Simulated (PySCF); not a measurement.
H2ClSb (SMILES [Cl][SbH2]), singlet, geometry from GFN2-xTB (core potentials on Sb), with bond 2-1 at 1.8 times its length; CASSCF(6,6)/def2-SVP in PySCF.

Input for PySCF:
```python
from pyscf import gto, scf, mcscf, mp
import numpy

mol = gto.M(
    atom='''
Sb   -0.32961568   -0.32684112    0.32589794
H     0.29041286   -2.72437108   -1.47977865
H    -1.65346622    0.01070685   -0.69025738
Cl    1.08523656    1.07747014   -0.89725188
''',
    basis='def2-svp',
    ecp={'Sb': 'def2-svp'},
    verbose=4,
)

mf = scf.RHF(mol)
mf.kernel()
mc = mcscf.CASSCF(mf, 6, 6)
mc.fix_spin_(ss=0.0)
noons, natorbs = mcscf.addons.make_natural_orbitals(mp.MP2(mf).run())
mc.kernel(natorbs)
occ = numpy.linalg.eigvalsh(mc.fcisolver.make_rdm1(mc.ci, mc.ncas, mc.nelecas))[::-1]
ss = mc.fcisolver.spin_square(mc.ci, mc.ncas, mc.nelecas)[0]
print('natural occupations', occ.round(4), ' <S^2>', round(ss, 4))
```

It wrote (shortened):

```
PySCF version 2.14.0

[INPUT] verbose = 4
[INPUT] num. atoms = 4
[INPUT] num. electrons = 42
[INPUT] charge = 0
[INPUT] spin (= nelec alpha-beta = 2S) = 0
[INPUT] symmetry False subgroup None
[INPUT] Mole.unit = angstrom
[INPUT] Symbol           X                Y                Z      unit          X                Y                Z       unit  Magmom
[INPUT]  1 Sb    -0.329615680000  -0.326841120000   0.325897940000 AA   -0.622883361562  -0.617640203046   0.615857851160 Bohr   0.0
[INPUT]  2 H      0.290412860000  -2.724371080000  -1.479778650000 AA    0.548800768452  -5.148315202886  -2.796376373479 Bohr   0.0
[INPUT]  3 H     -1.653466220000   0.010706850000  -0.690257380000 AA   -3.124598312020   0.020233014157  -1.304397403660 Bohr   0.0
[INPUT]  4 Cl     1.085236560000   1.077470140000  -0.897251880000 AA    2.050799878765   2.036123471997  -1.695560317951 Bohr   0.0

nuclear repulsion = 105.084372471317
number of shells = 24
number of NR pGTOs = 111
number of NR cGTOs = 54
basis = def2-svp
ecp = {'Sb': 'def2-svp'}

******** <class 'pyscf.scf.hf.RHF'> ********
method = RHF
initial guess = minao
damping factor = 0
level_shift factor = 0
DIIS = <class 'pyscf.scf.diis.CDIIS'>
diis_start_cycle = 1
diis_space = 8
diis_damp = 0
SCF conv_tol = 1e-09
SCF conv_tol_grad = None
SCF max_cycles = 50
direct_scf = True
direct_scf_tol = 1e-13
Set gradient conv threshold to 3.16228e-05
Initial guess from minao.
init E= -673.534461540029
  HOMO = -0.731852774093739  LUMO = -0.574017573113252  gap/eV = 4.29491
cycle= 1 E= -698.547606440199  delta_E=  -25  |g|= 1.83  |ddm|= 9.22
  HOMO = -0.0882515645517969  LUMO = 0.0401945114063622  gap/eV = 3.49520
cycle= 2 E= -699.170931382021  delta_E= -0.623  |g|= 1.16  |ddm|= 4.78
  HOMO = -0.209115472471851  LUMO = -0.0905359028092079  gap/eV = 3.22671
cycle= 3 E= -699.641285464896  delta_E= -0.47  |g|= 0.111  |ddm|= 2.02
  HOMO = -0.31072279712695  LUMO = -0.0479147315527371  gap/eV = 7.15137
cycle= 4 E= -699.650648797712  delta_E= -0.00936  |g|= 0.0438  |ddm|= 0.329
  HOMO = -0.306602745237903  LUMO = -0.0407403667783441  gap/eV = 7.23448
cycle= 5 E= -699.65225693932  delta_E= -0.00161  |g|= 0.0131  |ddm|= 0.127
  HOMO = -0.305920014277149  LUMO = -0.0400077427355612  gap/eV = 7.23584
cycle= 6 E= -699.652518691238  delta_E= -0.000262  |g|= 0.0038  |ddm|= 0.0622
  HOMO = -0.306346093311276  LUMO = -0.0399512577858872  gap/eV = 7.24897
cycle= 7 E= -699.652544617426  delta_E= -2.59e-05  |g|= 0.00125  |ddm|= 0.0166
  HOMO = -0.306554811607278  LUMO = -0.0399415793564231  gap/eV = 7.25492
cycle= 8 E= -699.652547500001  delta_E= -2.88e-06  |g|= 0.000347  |ddm|= 0.006
  HOMO = -0.306577987845699  LUMO = -0.0399556647787804  gap/eV = 7.25516
cycle= 9 E= -699.65254769551  delta_E= -1.96e-07  |g|= 0.000105  |ddm|= 0.00165
  HOMO = -0.306600795064995  LUMO = -0.0399678717662866  gap/eV = 7.25545
cycle= 10 E= -699.652547708227  delta_E= -1.27e-08  |g|= 2.99e-05  |ddm|= 0.000405
  HOMO = -0.306599389937375  LUMO = -0.0399687607455164  gap/eV = 7.25539
cycle= 11 E= -699.652547709465  delta_E= -1.24e-09  |g|= 6.51e-06  |ddm|= 0.000136
  HOMO = -0.306599242497676  LUMO = -0.0399674929383451  gap/eV = 7.25542
cycle= 12 E= -699.652547709532  delta_E= -6.74e-11  |g|= 2.5e-06  |ddm|= 2.88e-05
  HOMO = -0.306599265877566  LUMO = -0.0399676693339259  gap/eV = 7.25542
Extra cycle  E= -699.652547709539  delta_E= -6.59e-12  |g|= 1.26e-06  |ddm|= 7.73e-06
converged SCF energy = -699.652547709539

******** <class 'pyscf.mp.mp2.RMP2'> ********
nocc = 21, nmo = 54
E(RMP2) = -699.945983258454  E_corr = -0.29343554891505
E(SCS-RMP2) = -699.945356048012  E_corr = -0.292808338472936
E_corr(same-spin) = -0.0684396002597588
E_corr(oppo-spin) = -0.224995948655291

******** <class 'pyscf.mcscf.mc1step.CASSCF'> ********
CAS (3e+3e, 6o), ncore = 18, nvir = 30
max_cycle_macro = 50
max_cycle_micro = 4
conv_tol = 1e-07
conv_tol_grad = None
orbital rotation max_stepsize = 0.02
orbital rotation threshold for CI restart = 0.01
augmented hessian ah_max_cycle = 30
augmented hessian ah_conv_tol = 1e-12
augmented hessian ah_linear dependence = 1e-14
augmented hessian ah_level shift = 1e-08
augmented hessian ah_start_tol = 2.5
augmented hessian ah_start_cycle = 3
augmented hessian ah_grad_trust_region = 3
kf_trust_region = 3
kf_interval = 4
ci_response_space = 4
ci_grad_trust_region = 3
with_dep4 0
natorb = False
canonicalization = True
sorting_mo_energy = False
ao2mo_level = 2
internal_rotation = False
******** <class 'pyscf.fci.addons.SpinPenaltyFCISolver'> ********
max. cycles = 50
conv_tol = 1e-08
davidson only = True
linear dependence = 1e-12
level shift = 0.001
max iter space = 12
nroots = 1
pspace_size = 400
spin = None
CASCI E = -699.727942223171  S^2 = 0.0000000
Set conv_tol_grad to 0.000316228
macro iter   1 ( 21 JK    4 micro), CASSCF E = -699.741058700325  dE = -1.31164772e-02  S^2 = 0.0000000
               |grad[o]|=0.101  |grad[c]|=0.0237  |ddm|=0.0573  |maxRot[o]|=0.314
macro iter   2 ( 21 JK    4 micro), CASSCF E = -699.747613644355  dE = -6.55494403e-03  S^2 = 0.0000000
               |grad[o]|=0.0608  |grad[c]|=0.0226  |ddm|=0.046  |maxRot[o]|=0.196
macro iter   3 ( 21 JK    4 micro), CASSCF E = -699.748825004244  dE = -1.21135989e-03  S^2 = 0.0000000
               |grad[o]|=0.0265  |grad[c]|=0.00566  |ddm|=0.0235  |maxRot[o]|=0.0737
macro iter   4 ( 21 JK    4 micro), CASSCF E = -699.748961779766  dE = -1.36775521e-04  S^2 = 0.0000000
               |grad[o]|= 0.01  |grad[c]|=0.004  |ddm|=0.00983  |maxRot[o]|=0.0208
macro iter   5 ( 21 JK    4 micro), CASSCF E = -699.748991950435  dE = -3.01706688e-05  S^2 = 0.0000000
               |grad[o]|=0.00522  |grad[c]|=0.00406  |ddm|=0.0068  |maxRot[o]|=0.00989
macro iter   6 ( 21 JK    4 micro), CASSCF E = -699.748999245710  dE = -7.29527562e-06  S^2 = 0.0000000
               |grad[o]|=0.00302  |grad[c]|=0.00417  |ddm|=0.00547  |maxRot[o]|=0.00426
macro iter   7 ( 21 JK    4 micro), CASSCF E = -699.749000900874  dE = -1.65516371e-06  S^2 = 0.0000000
               |grad[o]|=0.00206  |grad[c]|=0.00423  |ddm|=0.00495  |maxRot[o]|=0.00182
macro iter   8 ( 21 JK    4 micro), CASSCF E = -699.749001158176  dE = -2.57302531e-07  S^2 = 0.0000000
               |grad[o]|=0.00173  |grad[c]|=0.00428  |ddm|=0.00468  |maxRot[o]|=0.000924
macro iter   9 ( 21 JK    4 micro), CASSCF E = -699.749001107785  dE =  5.03913498e-08  S^2 = 0.0000000
               |grad[o]|=0.00165  |grad[c]|=0.00431  |ddm|=0.00454  |maxRot[o]|=0.000607
macro iter  10 ( 21 JK    4 micro), CASSCF E = -699.749056151836  dE = -5.50440507e-05  S^2 = 0.0000000
               |grad[o]|=0.00165  |grad[c]|=0.000877  |ddm|=0.000402  |maxRot[o]|=0.0499
macro iter  11 ( 21 JK    4 micro), CASSCF E = -699.749063793677  dE = -7.64184165e-06  S^2 = 0.0000000
               |grad[o]|=0.0012  |grad[c]|=0.00195  |ddm|=0.00113  |maxRot[o]|=0.00511
macro iter  12 ( 21 JK    4 micro), CASSCF E = -699.749064301681  dE = -5.08003268e-07  S^2 = 0.0000000
               |grad[o]|=0.000826  |grad[c]|=0.00294  |ddm|=0.00193  |maxRot[o]|=0.000483
macro iter  13 (  7 JK    2 micro), CASSCF E = -699.749098525438  dE = -3.42237569e-05  S^2 = 0.0000000
               |grad[o]|=0.000698  |grad[c]|=0.002  |ddm|=0.00216  |maxRot[o]|=0.0602
macro iter  14 ( 13 JK    4 micro), CASSCF E = -699.749093543415  dE =  4.98202235e-06  S^2 = 0.0000000
               |grad[o]|=0.000844  |grad[c]|=0.0011  |ddm|=0.0015  |maxRot[o]|=0.0156
macro iter  15 ( 11 JK    2 micro), CASSCF E = -699.749094144359  dE = -6.00944190e-07  S^2 = 0.0000000
               |grad[o]|=0.000414  |grad[c]|=0.000853  |ddm|=0.000163  |maxRot[o]|=0.00106
macro iter  16 ( 17 JK    4 micro), CASSCF E = -699.749095911911  dE = -1.76755111e-06  S^2 = 0.0000000
               |grad[o]|=0.000311  |grad[c]|=0.00111  |ddm|=0.00038  |maxRot[o]|=0.00366
macro iter  17 ( 13 JK    4 micro), CASSCF E = -699.749102808942  dE = -6.89703177e-06  S^2 = 0.0000000
               |grad[o]|=0.000281  |grad[c]|=0.000924  |ddm|=0.000221  |maxRot[o]|=0.0199
macro iter  18 ( 10 JK    3 micro), CASSCF E = -699.749105030124  dE = -2.22118138e-06  S^2 = 0.0000000
               |grad[o]|=0.000272  |grad[c]|=0.000482  |ddm|=0.000727  |maxRot[o]|=0.0152
macro iter  19 (  3 JK    1 micro), CASSCF E = -699.749105116285  dE = -8.61612079e-08  S^2 = 0.0000000
               |grad[o]|=0.000146  |grad[c]|=0.000151  |ddm|=0.000215  |maxRot[o]|=0.00191
1-step CASSCF converged in  19 macro (326 JK  68 micro) steps
CASSCF canonicalization
Density matrix diagonal elements [1.96648723 1.9769308  1.55432833 0.44656442 0.02228742 0.0334018 ]
CASSCF energy = -699.749105116285
CASCI E = -699.749105116285  E(CI) = -6.61916502922190  S^2 = 0.0000000
natural occupations [1.978  1.9672 1.56   0.44   0.0328 0.022 ]  <S^2> 0.0
```
